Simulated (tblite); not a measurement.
C₆H₆N (charge -1).
Bonds: C1–C2 (double), C2–C3, C3–C4 (aromatic), C4–C5 (aromatic), C5–N6 (aromatic), N6–C7 (aromatic), C3–C7 (aromatic). Hydrogens: H8, H9 on C1; H10 on C2; H11 on C4; H12 on C5; H13 on C7.
Bond orders are those of one Lewis drawing.

Computed with GFN2-xTB (tblite), gas phase: L-BFGS steps from a force-field or distance-geometry start until the largest atomic force falls under 0.01 eV/Å.

At the end of the run (lengths in Å): C2–C3 1.424, C5–N6 1.360, C3–C7 1.404, C2–H10 1.091, C3–C4 1.420, C4–H11 1.080, C1=C2 1.341, C4–C3–C7 104.1°, C2–C3–C7 125.9°, C3–C4–C5 105.9°, C2–C3–C4 130.1°, C1–C2–C3–C4 0°.

Task: These geometries were met on the way; a selection of coordinates is given. Order them by energy above the end point, lowest first.
A. C2–C3 1.435, C5–N6 1.360, C3–C7 1.405, C2–H10 1.094, C3–C4 1.421, C4–H11 1.081, C1=C2 1.344, C4–C3–C7 102.7°, C2–C3–C7 127.7°, C3–C4–C5 107.1°, C2–C3–C4 129.6°, C1–C2–C3–C4 0°
B. C2–C3 1.455, C5–N6 1.365, C3–C7 1.425, C2–H10 1.108, C3–C4 1.435, C4–H11 1.072, C1=C2 1.352, C4–C3–C7 101.8°, C2–C3–C7 127.9°, C3–C4–C5 107.8°, C2–C3–C4 130.4°, C1–C2–C3–C4 1°
C. C2–C3 1.544, C5–N6 1.331, C3–C7 1.379, C2–H10 1.095, C3–C4 1.404, C4–H11 1.068, C1=C2 1.340, C4–C3–C7 104.9°, C2–C3–C7 126.7°, C3–C4–C5 105.6°, C2–C3–C4 128.4°, C1–C2–C3–C4 1°
D. C2–C3 1.425, C5–N6 1.359, C3–C7 1.407, C2–H10 1.091, C3–C4 1.422, C4–H11 1.079, C1=C2 1.341, C4–C3–C7 104.0°, C2–C3–C7 126.7°, C3–C4–C5 105.9°, C2–C3–C4 129.3°, C1–C2–C3–C4 0°
E. C2–C3 1.426, C5–N6 1.360, C3–C7 1.404, C2–H10 1.087, C3–C4 1.421, C4–H11 1.080, C1=C2 1.341, C4–C3–C7 103.7°, C2–C3–C7 127.0°, C3–C4–C5 106.2°, C2–C3–C4 129.3°, C1–C2–C3–C4 0°

Result: D (0.004 eV), E (0.009 eV), A (0.025 eV), B (0.076 eV), C (0.252 eV).

```csv
step,E above end (eV),"rms distance from the end, all atoms (Å)",largest force (eV/Å),rms shift of all bonds from the end (Å)
7,0.004,0.020,0.104,0.002
5,0.009,0.024,0.221,0.002
3,0.025,0.031,0.348,0.005
1,0.076,0.041,0.770,0.013
0,0.252,0.048,3.615,0.035
```

Rows stand in the order of the answer.
